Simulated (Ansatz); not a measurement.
Ag(Cl) anion (AgCl), SMILES [Ag][Cl] (connectivity only; charge and spin as stated), charge -1, multiplicity 2.

The structure is a stationary point at PBE0-D3(BJ)/def2-TZVPD. The multiplicity is an assumed one; other spin states were not compared. The def2 effective core potentials stand for the cores of Ag; spin–orbit coupling is left out.

Two levels are set side by side: PBE/def2-TZVPD (Ansatz, a program for electronic structure) and CAM-B3LYP/def2-TZVPD (Ansatz). Energy differences of separate SCF runs at the same geometry; the states with an electron removed or added have multiplicity 1. Differences are taken from unrounded values.

```
quantity                         CAM-B3LYP
-------------------------------  ---------
vertical ionisation energy (eV)       1.78
```

### Question
What does PBE give, and how far is it from CAM-B3LYP? (The exact figures need the calculation; the answer reports its results.)

### Answer

```json
[
 {"quantity": "vertical ionisation energy (eV)", "PBE": "1.75", "PBE minus CAM-B3LYP": "-0.02"}
]
```

On these quantities the two levels nearly agree.
